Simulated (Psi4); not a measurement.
C2H10GeSSi, singlet, geometry from GFN2-xTB, atoms displaced at random by about 0.08 Å a coordinate; PBE0/STO-3G, gradient (Psi4).

Psi4 was given this input:
```
memory 2 GB

molecule mol {
0 1
  Si   -1.501010   -0.124841    0.615207
  C    -1.281410    1.881747    0.703039
  C    -3.231930   -0.610870    0.156098
  S     0.050673   -1.005540   -0.795094
  Ge    1.665969    0.101157   -0.184040
  H    -1.153947   -0.453910    1.990242
  H    -2.086393    2.504548    1.120216
  H    -1.261775    2.224289   -0.410459
  H    -0.222425    2.310449    0.890521
  H    -3.403817   -1.508920    0.163373
  H    -3.990565   -0.127700    0.653879
  H    -3.407581   -0.154916   -0.999178
  H     1.856797    1.411131   -0.725870
  H     1.965748    0.155792    1.236717
  H     2.936798   -0.721249   -0.619964
symmetry c1
no_reorient
no_com
}

set basis sto-3g
set reference rks

gradient('pbe0')
print_variables()
```

### Question
Write the output that Psi4 gives for this input, abridged.

### Answer

```
gradient() will perform analytic gradient computation.

   => Loading Basis Set <=

    Name: STO-3G
    Role: ORBITAL
    Keyword: BASIS

         ---------------------------------------------------------
                                   SCF
               by Justin Turney, Rob Parrish, Andy Simmonett
                          and Daniel G. A. Smith
                              RKS Reference
         ---------------------------------------------------------

  ==> Geometry <==

    Molecular point group: c1
    Full point group: C1

    Geometry (in Angstrom), charge = 0, multiplicity = 1:

       Center              X                  Y                   Z               Mass
    ------------   -----------------  -----------------  -----------------  -----------------
         SI          -1.501010000000    -0.124841000000     0.615207000000    27.976926534650
         C           -1.281410000000     1.881747000000     0.703039000000    12.000000000000
         C           -3.231930000000    -0.610870000000     0.156098000000    12.000000000000
         S            0.050673000000    -1.005540000000    -0.795094000000    31.972071174400
         GE           1.665969000000     0.101157000000    -0.184040000000    73.921177761000
         H           -1.153947000000    -0.453910000000     1.990242000000     1.007825032230
         H           -2.086393000000     2.504548000000     1.120216000000     1.007825032230
         H           -1.261775000000     2.224289000000    -0.410459000000     1.007825032230
         H           -0.222425000000     2.310449000000     0.890521000000     1.007825032230
         H           -3.403817000000    -1.508920000000     0.163373000000     1.007825032230
         H           -3.990565000000    -0.127700000000     0.653879000000     1.007825032230
         H           -3.407581000000    -0.154916000000    -0.999178000000     1.007825032230
         H            1.856797000000     1.411131000000    -0.725870000000     1.007825032230
         H            1.965748000000     0.155792000000     1.236717000000     1.007825032230
         H            2.936798000000    -0.721249000000    -0.619964000000     1.007825032230

  Running in c1 symmetry.

  Rotational constants: A =      0.12019  B =      0.03328  C =      0.02765 [cm^-1]
  Rotational constants: A =   3603.23272  B =    997.85463  C =    829.05143 [MHz]
  Nuclear repulsion =  537.447264284135031

  Charge       = 0
  Multiplicity = 1
  Electrons    = 84
  Nalpha       = 42
  Nbeta        = 42

  ==> Algorithm <==

  SCF Algorithm Type is DF.
  DIIS enabled.
  MOM disabled.
  Fractional occupation disabled.
  Guess Type is SAD.
  Energy threshold   = 1.00e-08
  Density threshold  = 1.00e-08
  Integral threshold = 1.00e-12

  ==> Primary Basis <==

  Basis Set: STO-3G
    Blend: STO-3G
    Number of shells: 34
    Number of basis functions: 56
    Number of Cartesian functions: 57
    Spherical Harmonics?: true
    Max angular momentum: 2

  ==> DFT Potential <==

   => LibXC <=

    Version 7.1.2
    S. Lehtola, C. Steigemann, M. J. T. Oliveira, and M. A. L. Marques,  SoftwareX 7, 1–5 (2018) (10.1016/j.softx.2017.11.002)

   => Composite Functional: PBE0 <=

    PBE0 Hyb-GGA Exchange-Correlation Functional

    C. Adamo and V. Barone,  J. Chem. Phys. 110, 6158 (1999) (10.1063/1.478522)
    M. Ernzerhof and G. E. Scuseria,  J. Chem. Phys. 110, 5029 (1999) (10.1063/1.478401)

    Deriv               =              1
    GGA                 =           TRUE
    Meta                =          FALSE

    Exchange Hybrid     =           TRUE
    MP2 Hybrid          =          FALSE

   => Exchange Functionals <=

    0.7500   Perdew, Burke & Ernzerhof

   => Exact (HF) Exchange <=

    0.2500               HF

   => Correlation Functionals <=

    1.0000   Perdew, Burke & Ernzerhof

   => LibXC Density Thresholds  <==

    XC_HYB_GGA_XC_PBEH:  1.00E-15

   => Molecular Quadrature <=

    Radial Scheme          =       TREUTLER
[...]
  @DF-RKS Final Energy: -2813.70194903776974
    Total Energy =                      -2813.7019490377697366
[...]
         H            1.965748000000     0.155792000000     1.236717000000     1.007825032230
         H            2.936798000000    -0.721249000000    -0.619964000000     1.007825032230

  Nuclear repulsion =  537.447264284135031

  ==> Basis Set <==

  Basis Set: STO-3G
    Blend: STO-3G
    Number of shells: 34
    Number of basis functions: 56
    Number of Cartesian functions: 57
    Spherical Harmonics?: true
    Max angular momentum: 2

  ==> DFJKGrad: Density-Fitted SCF Gradients <==

    Gradient:                    1
    J tasked:                  Yes
    K tasked:                  Yes
    wK tasked:                  No
    Integrals threads:           1
    Schwarz Cutoff:          1E-12
    Fitting Condition:       1E-10

   => Auxiliary Basis Set <=

  Basis Set: (STO-3G AUX)
    Blend: DEF2-UNIVERSAL-JKFIT
    Number of shells: 246
    Number of basis functions: 852
    Number of Cartesian functions: 1059
    Spherical Harmonics?: true
    Max angular momentum: 5

  ==> DFT Potential <==

   => LibXC <=

    Version 7.1.2
    S. Lehtola, C. Steigemann, M. J. T. Oliveira, and M. A. L. Marques,  SoftwareX 7, 1–5 (2018) (10.1016/j.softx.2017.11.002)

   => Composite Functional: PBE0 <=

    PBE0 Hyb-GGA Exchange-Correlation Functional

    C. Adamo and V. Barone,  J. Chem. Phys. 110, 6158 (1999) (10.1063/1.478522)
    M. Ernzerhof and G. E. Scuseria,  J. Chem. Phys. 110, 5029 (1999) (10.1063/1.478401)

    Deriv               =              1
    GGA                 =           TRUE
    Meta                =          FALSE

    Exchange Hybrid     =           TRUE
    MP2 Hybrid          =          FALSE

   => Exchange Functionals <=

    0.7500   Perdew, Burke & Ernzerhof

   => Exact (HF) Exchange <=

    0.2500               HF

   => Correlation Functionals <=

    1.0000   Perdew, Burke & Ernzerhof

   => LibXC Density Thresholds  <==

    XC_HYB_GGA_XC_PBEH:  1.00E-15

   => Molecular Quadrature <=

    Radial Scheme          =       TREUTLER
    Pruning Scheme         =           NONE
    Nuclear Scheme         =       TREUTLER

    Blocking Scheme        =         OCTREE
    BS radius alpha        =              1
    Pruning alpha          =              1
    Radial Points          =             75
    Spherical Points       =            302
    Total Points           =         316213
    Total Blocks           =           2377
    Max Points             =            256
    Max Functions          =             52
    Weights Tolerance      =       1.00E-15

  -Total Gradient:
     Atom            X                  Y                   Z
    ------   -----------------  -----------------  -----------------
       1       -0.044200522997    -0.047280245135    -0.005899293908
       2       -0.038250625319     0.000131095358     0.089492592130
       3       -0.066418301175    -0.245713283321     0.122442775399
       4        0.070124383744     0.003682886166    -0.016305435440
       5       -0.093122732137    -0.002982558044    -0.015793914070
       6        0.002865062295     0.011711088227     0.004437308519
       7       -0.005663563911     0.009387762387    -0.012952076116
       8        0.015959435189     0.016687376053    -0.032374526437
       9        0.039017877291     0.025646605352    -0.023186356782
      10        0.039959811278     0.236979391999     0.003705352823
      11        0.037918484697    -0.031638126978    -0.042989937907
      12       -0.013281124309     0.040765519092    -0.075009241284
      13        0.005106682811     0.008490223923    -0.002112691152
      14        0.011930684999    -0.001747858007     0.012714283054
      15        0.037815463959    -0.023887678240    -0.006250589231

  Variable Map:
  ----------------------------------------------------------------------------
[...]
  Array Variable Map:
  ----------------------------------------------------------------------------
[...]
[...]
```
